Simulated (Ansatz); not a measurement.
Ideal-gas functions of `F[B]([AlH2])[O][AlH2]` at 800 K and 1 bar, from an Ansatz frequency run at PBE0-D4/def2-TZVP.

Molar mass 103.8 g/mol, point group Cs (symmetry number 1), electronic degeneracy 1, moments of inertia 89.223, 363.696, 437.53 u Å². Harmonic wavenumbers (cm⁻¹, unscaled): 45, 47, 75, 101, 131, 306, 337, 508, 549, 575, 581, 615, 753, 790, 814, 1180, 1413, 1901, 1904, 1962, 1974.

Use S(trans) = R[1.5 ln M + 2.5 ln T − 1.1517]; rotational temperatures θ = 24.2544 K / I; S(rot) = R[ln(√π/σ · √(T³/θAθBθC)) + 1.5]; for each mode x = 1.438777 ν̃/T, S = R[x/(eˣ − 1) − ln(1 − e⁻ˣ)] and H = RT x/(eˣ − 1); 1 cm⁻¹ = 0.0119627 kJ/mol; R = 8.31446 J/(mol·K).

Task: By hand: the entropy, in J/(mol·K).

Result: Translation 187.3. Rotation: θ = 0.2718, 0.0667, 0.0554 K, giving 129.3. Vibration, mode by mode: 29.22, 28.86, 24.98, 22.51, 20.35, 13.38, 12.60, 9.35, 8.75, 8.40, 8.32, 7.89, 6.40, 6.06, 5.85, 3.46, 2.49, 1.24, 1.23, 1.13, 1.12, in all 223.6. Electronic 0.0. Sum 540.2 J/(mol·K).

Task: By hand: H − E and G − E in kJ/mol, counted from the electronic energy.

Result: Zero-point energy ½ × 16561 × 0.0119627 = 99.1; thermal vibration 75.3; translation, rotation and pV give 4 RT = 26.6. H − E = 201.0 kJ/mol, and G − E = 201.0 − 800 × 540.2/1000 = -231.2 kJ/mol.

Vibration gives 41 % of the entropy, 125.9 J/(mol·K) of it from the modes under 150 cm⁻¹: soft modes count most, and the harmonic formula is weakest for them. The sum counts one conformer and one mirror image; others add a mixing term.
